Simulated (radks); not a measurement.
The numbers below are computed, except where a source is named.
Ionisation of the silver ion Ag2+, [Kr] 4d9, to [Kr] 4d8 as the strength of local exchange is varied. Level of theory: Dirac Kohn-Sham, Slater X-alpha exchange (alpha = 2/3 is LDA exchange), no correlation, spin-unpolarised, spherical densities, point nucleus; open shells are shared between the two j in proportion to 2j + 1 (a radial shooting solver on a logarithmic mesh with Libxc functionals).

alpha  E(Ag2+) (hartree)  exchange (hartree)  IE (eV)  -e of the level emptied (eV)  <r> of it (bohr)
0.616        -5296.27063          -128.50890   33.746                26.357 (4d5/2)             1.340
0.667        -5306.92076          -139.42568   34.825                27.343 (4d5/2)             1.326
0.733        -5320.73475          -153.61594   36.253                28.652 (4d5/2)             1.308
0.861        -5347.62656          -181.33757   39.124                31.297 (4d5/2)             1.277
0.873        -5350.15450          -183.95006   39.399                31.553 (4d5/2)             1.274
0.935        -5363.23415          -197.48497   40.843                32.890 (4d5/2)             1.259

NIST Atomic Spectra Database: 34.8 +/- 0.3 eV (semi-empirical). The Delta-SCF value meets it near alpha = 0.67. Spin polarisation and multiplet splitting are left out, so open shells lie too high by an amount that depends on their filling. Sharing an open shell by 2j + 1 raises it above the true ground level by a part of the spin-orbit splitting, which enters the differences from NIST.

Beside tabulated values, note that spin-unpolarised runs miss the spin-polarisation part of the exchange energy of open shells.
